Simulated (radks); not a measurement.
The cerium anion Ce- inside a hard spherical wall (all orbitals vanish at R), configuration held at [Xe] 4f1 5d2 6s2 and not refilled when levels cross. Calculated with a radial shooting solver on a logarithmic mesh with Libxc functionals: scalar-relativistic Kohn-Sham, LDA (Slater exchange, VWN5 correlation), spin-unpolarised, spherical densities, point nucleus. Eigenvalues in eV, with the zero of energy where the potential of the charges vanishes at infinity; a dash marks a level that is unbound or too diffuse for the functional's potential to be trusted. A positive occupied level is held by the wall or, in an anion where self-interaction has pushed it up, behind a barrier. The pressure on the wall is -dE/dV.

R (bohr)  E (hartree)  kinetic (hartree)    e(5p)   e(4f)   e(6s)   e(5d)  e(6p, empty)  e(7s, empty)  pressure (GPa)
20         -8853.9292           9382.387  -17.906  -0.152   0.255   1.601         1.700         1.952        0.000892
7          -8853.7904           9382.919  -13.977   3.903   3.692   5.083         6.936        16.682            4.63
6          -8853.6411           9383.420  -12.080   5.957   6.135   6.983        10.367        25.473            14.4
5          -8853.2753           9384.633   -9.070   9.383  11.263  10.372        17.358        42.327            54.1
4          -8852.1815           9388.411   -3.306  16.282  24.255  17.640        34.033        79.299             282
3          -8847.7085           9403.654   12.433  34.087  66.527  38.522        83.587        178.84            2360
2          -8819.6406           9488.006   83.470  91.510  254.22  129.19        286.51        549.30           40500
1.5        -8747.6970           9687.769   243.68  180.87  614.34  310.90        659.22        1187.0          282000
